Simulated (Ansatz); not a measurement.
Geometry optimisation, UKS revPBE/def2-SVP (Ansatz 0.2.0).

input.yaml

```yaml
crystal:
  periodic: [false, false, false]
  atoms:
    - { symbol: O, position_ang: [-1.8655, -0.4403, -0.1072] }
    - { symbol: In, position_ang: [0.1142, 0.0758, 0.049] }
    - { symbol: F, position_ang: [1.408, -1.0744, 0.8536] }
    - { symbol: H, position_ang: [0.3988, 1.3786, -0.8157] }
magnetization:
  spin_polarized: true
  initial_magnetization: 1
basis:
  gaussian: { orbitals: def2-SVP }
hamiltonian:
  xc: revpbe
relax:
  f_tol: 0.02
  max_steps: 40
```

Command:

```bash
$ ansatz run input.yaml --threads 1 --pin off --max-ram 2048MiB --backend cpu --events-out ev --progress --plain --runs-dir out
```

Task: Where does it end, and by what steps?

Result: The forces met the threshold. After 5 steps the energy has fallen by 0.286 eV; H4 moved furthest, 0.27 Å.

```csv
step,energy less start (eV),largest force component (eV/Å),accepted
0,0.0000,1.825,yes
1,-0.2566,0.373,yes
2,-0.2814,0.180,yes
3,-0.2830,0.249,yes
4,-0.2863,0.020,yes
5,-0.2864,0.003,yes
```

```xyz
4
Properties=species:S:1:pos:R:3
O -1.863 -0.643 0.042
In 0.031 0.122 -0.085
F 1.283 -1.091 0.871
H 0.604 1.551 -0.849
```

Whether the end is a true minimum wasn't checked by a vibrational analysis.

Time of the run: 22 s on 1 thread of Arm Neoverse V2, on a shared host, peak memory 0.15 GiB.
